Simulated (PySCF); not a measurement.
**Which determinant of ScSi lies lowest?**

Unrestricted PBE0; basis Sc def2-TZVPP, Si def2-TZVPP; no relativity; PySCF 2.14. Outer shells of the fragments: Sc 3d1 4s2; Si 3s2 3p2.

Followed along the bond (rough minima from three points):

| 2Ms+1 | unpaired | ⟨S²⟩ at the start | R at minimum (Å) | Te (eV) |
| --- | --- | --- | --- | --- |
| 4 | σ ↑, π ↑↑ | 3.79 | 2.50 | 0.00 |
| 2 | σ ↓, π ↑↑ | 1.89 | 2.51 | 0.05 |
| 2 | π ↑↑, δ ↓ | 2.21 | 2.66 | 0.22 |
| 4 | π ↑↑, δ ↑ | 3.97 | 2.62 | 0.23 |
| 2 | σ ↑, π ↑↓ | 1.80 | 2.50 | 0.24 |
| 2 | π ↑ | 1.20 | 2.38 | 0.25 |

Solutions found at the starting distance of 2.435 Å, counted from the lowest of them; the search is not exhaustive and high or unbound solutions are not listed, so other states can lie among these:

| 2Ms+1 | unpaired | term | E (eV) | ⟨S²⟩ | ⟨Lz²⟩ | μ (D) |
| --- | --- | --- | --- | --- | --- | --- |
| 4 | σ ↑, π ↑↑ | ⁴Σ⁻ | 0.00 | 3.79 | 0.00 | -3.61 |
| 2 | σ ↓, π ↑↑ | mixed | 0.06 | 1.89 | 0.00 | -3.92 |
| 2 | π ↑ | mixed | 0.24 | 1.20 | 1.11 | -3.91 |
| 2 | σ ↑, π ↑↓ | mixed | 0.24 | 1.80 | 2.07 | -4.18 |
| 4 | π ↑↑, δ ↑ | ⁴Δ | 0.33 | 3.97 | 4.00 | -3.91 |
| 2 | π ↑↑, δ ↓ | mixed | 0.38 | 2.21 | 4.00 | -3.37 |
| 6 | σ ↑↑, π ↑↑, δ ↑ | ⁶Δ | 0.45 | 8.75 | 4.00 | -2.77 |
| 4 | σ ↑↑, π ↑ | mixed | 0.46 | 3.93 | 1.53 | -4.68 |
| 4 | π ↑↑↑ | ⁴Π | 0.80 | 3.89 | 1.01 | -4.18 |
| 6 | σ ↑↑, π ↑↑↑ | ⁶Π | 0.83 | 8.75 | 1.10 | -2.17 |
| 4 | σ ↑↑, π ↑↑, δ ↓ | mixed | 1.00 | 4.75 | 4.00 | -1.87 |
| 6 | σ ↑↑↑, π ↑↑ | ⁶Σ⁻ | 1.09 | 8.75 | 0.00 | 0.89 |
| 2 | σ ↓↓, π ↑↑, δ ↑ | mixed | 1.43 | 2.77 | 4.00 | -1.39 |
| 2 | π ↑ | ²Π | 1.54 | 0.76 | 1.04 | -1.41 |

A term symbol is given only where ⟨S²⟩ and ⟨Lz²⟩ are close to those of a pure state; real π, δ and φ orbitals otherwise mix terms. A positive dipole means Sc(−)Si(+).

The state is the lowest single determinant that the PBE0 search found; with open d or f shells the true ground state can be another one.
